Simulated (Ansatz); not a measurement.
Species: AlN2H5, charge 0, singlet. AlN2H5 (SMILES [NH2][AlH][NH2]).
B3LYP-D3(BJ)/def2-TZVP minimum from Ansatz (an electronic-structure program):
```xyz
8

Al    -0.2714    -0.2418    -0.3175
H     -1.1561    -1.0301    -1.3523
N      0.0050     1.4961    -0.5336
H     -0.3770     2.0314    -1.2972
H      0.5518     2.0928     0.0665
N      0.4465    -1.0938     1.0617
H      1.0257    -0.6872     1.7789
H      0.3236    -2.0790     1.2347
```

Quantity: atomisation energy (electronic, to ground-state atoms), in kcal/mol. Open shells are spin-unrestricted; no spin-orbit coupling. CBS(X,Y): correlation extrapolated as X^-3, Hartree-Fock from the larger set. A bracket is a step between two methods taken in the basis named. The functionals are non-relativistic, so their misses hold any scalar relativity. '+ core + X2C': CCSD(T) terms for core correlation (cc-pwCVTZ, 1s frozen past Ne) and scalar relativity (cc-pVTZ-DK). Where a partner has so few electrons that a lower coupled-cluster level is exact, that level stands in.

CCSD(T)/CBS(cc-pV(T+d)Z,cc-pV(Q+d)Z) + [CCSDT(Q) - CCSD(T)]/cc-pV(D+d)Z + core + X2C (Ansatz) gives 627.9 kcal/mol.

Problem. How far off this value is PBE/def2-TZVPD (Ansatz), in which direction, and which of these levels come nearer: r2SCAN/def2-TZVPD, PBE0/def2-TZVPD, wB97M-V/def2-TZVPD, CCSD(T)/CBS(cc-pV(T+d)Z,cc-pV(Q+d)Z) + core + X2C?

Solution. PBE gives 628.9 kcal/mol, 1.0 kcal/mol above it. Differences of the others: r2SCAN/def2-TZVPD (Ansatz) -7.7; PBE0/def2-TZVPD (Ansatz) -11.7; wB97M-V/def2-TZVPD (Ansatz) 0.8; CCSD(T)/CBS(cc-pV(T+d)Z,cc-pV(Q+d)Z) + core + X2C (Ansatz) -0.7 kcal/mol. Nearer than PBE: wB97M-V/def2-TZVPD, CCSD(T)/CBS(cc-pV(T+d)Z,cc-pV(Q+d)Z) + core + X2C.
